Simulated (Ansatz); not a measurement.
Si₃Au₂⁻ (the lowest doublet isomer of a short search), 5 atoms. Hardware: 4 threads of Intel Xeon 6975P-C on a shared host.

In the def2 sets Au takes a core potential; there is no spin–orbit coupling. Correlated methods freeze 15 core orbitals; core or outer-core shells of Au are correlated, in sets that lack core-valence functions.

(1) How many basis functions does each of these Ansatz runs have, and roughly what does it cost? r2SCAN-D4/def2-SVPD, charge -1 doublet, relaxation, 7 steps; CCSD(T)/def2-SVPD, charge -1 doublet, energy, from earlier orbitals; PBE0-D4/def2-TZVPD, charge -1 doublet, energy, from earlier orbitals; HSE06-D4/def2-TZVPD, charge -1 doublet, energy, from earlier orbitals; r2SCANh-D4/def2-TZVPD, charge -1 doublet, energy, from earlier orbitals; B3LYP-D4/def2-TZVPD, charge -1 doublet, energy, from earlier orbitals; PBE0-D4/def2-SVP, charge -1 doublet, energy with a search over starts; PBE-D4/def2-TZVPD, charge -1 doublet, energy and forces, from earlier orbitals; MP2/def2-TZVPD, charge -1 doublet, energy, from earlier orbitals; r2SCAN-D4/def2-TZVPD, charge -1 doublet, energy, from earlier orbitals.

Results:

(1) Other jobs shared the machine, so times can vary by a factor of up to 3. A dash marks memory too small to be measured apart from the calling script's.

```tsv
run	functions	fitting or Cholesky vectors	wall time	peak host memory (GiB)
PBE-D4/def2-TZVPD, charge -1 doublet, energy and forces, from earlier orbitals	215	1561	4.8 s	–
PBE0-D4/def2-SVP, charge -1 doublet, energy with a search over starts	118	1150	5.5 s	–
MP2/def2-TZVPD, charge -1 doublet, energy, from earlier orbitals	215	1537	8.5 s	0.84
PBE0-D4/def2-TZVPD, charge -1 doublet, energy, from earlier orbitals	215	1710	9 s	1
HSE06-D4/def2-TZVPD, charge -1 doublet, energy, from earlier orbitals	215	1710	9.5 s	1.1
r2SCAN-D4/def2-TZVPD, charge -1 doublet, energy, from earlier orbitals	215	1561	10 s	–
B3LYP-D4/def2-TZVPD, charge -1 doublet, energy, from earlier orbitals	215	1667	10 s	1
r2SCANh-D4/def2-TZVPD, charge -1 doublet, energy, from earlier orbitals	215	1561	15 s	1.1
r2SCAN-D4/def2-SVPD, charge -1 doublet, relaxation, 7 steps	142	1338	23 s	–
CCSD(T)/def2-SVPD, charge -1 doublet, energy, from earlier orbitals	142	1344	77 s	3.5
```
